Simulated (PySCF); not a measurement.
PySCF job for Se(Br)(OSiH3) (BrH₃OSeSi), SMILES [SiH3]O[Se]Br, C-PCM-ωB97X/def2-SVP. Coordinates come from a r2SCAN-D4/def2-SVP optimisation. This is a generated structure with no PubChem entry under its InChIKey; it may be hypothetical. Other conformers were not sampled.

```python
import numpy as np
from pyscf import gto, scf, dft
from pyscf.solvent import pcm

mol = gto.M(
    atom='''
    Se    0.07107427   -0.23196177    1.01363957
    Br    1.06640532    1.22591344   -0.52702104
    O    -0.53951371   -1.54888350   -0.05116034
    Si   -2.01265100   -1.33747181   -0.87656710
    H    -3.11466364   -1.07873775    0.09369989
    H    -2.22810572   -2.62178923   -1.59360499
    H    -1.90471810   -0.20406990   -1.83688138
    ''',
    basis='def2-SVP',
    charge=0,
    spin=0,
    max_memory=1600,
    verbose=3,
)
mf = dft.RKS(mol, xc='wb97x').density_fit(auxbasis='def2-universal-jkfit')
mf.grids.level = 3
mf.conv_tol = 1e-9
mf.max_cycle = 100
mf.kernel()
res = {}
for name, eps in {'water': 78.355, 'toluene': 2.3741, '1-octanol': 9.8629}.items():
    s = mf.PCM()
    s.with_solvent.method, s.with_solvent.eps, s.with_solvent.lebedev_order = 'C-PCM', eps, 29
    s.kernel(mf.make_rdm1())
    res[name] = (s.e_tot, eps, s.dip_moment(), s.mo_energy, s.converged)
    print(f'{name}: electrostatic solvation free energy {(s.e_tot - mf.e_tot) * 627.509474:.3f} kcal/mol')
```

Log of the run:

```
converged SCF energy = -5341.51640146431

WARN: PCM is an experimental feature. It is still in testing.
Features and APIs may be changed in the future.

converged SCF energy = -5341.52045049616
Dipole moment(X, Y, Z, Debye): -1.61527,  0.11334,  0.79488
water: electrostatic solvation free energy -2.541 kcal/mol

WARN: PCM is an experimental feature. It is still in testing.
Features and APIs may be changed in the future.

converged SCF energy = -5341.51867394049
Dipole moment(X, Y, Z, Debye): -1.45392,  0.11537,  0.65253
toluene: electrostatic solvation free energy -1.426 kcal/mol

WARN: PCM is an experimental feature. It is still in testing.
Features and APIs may be changed in the future.

converged SCF energy = -5341.52005027688
Dipole moment(X, Y, Z, Debye): -1.57690,  0.11420,  0.76003
1-octanol: electrostatic solvation free energy -2.290 kcal/mol
```

The calculation finished and met its thresholds.
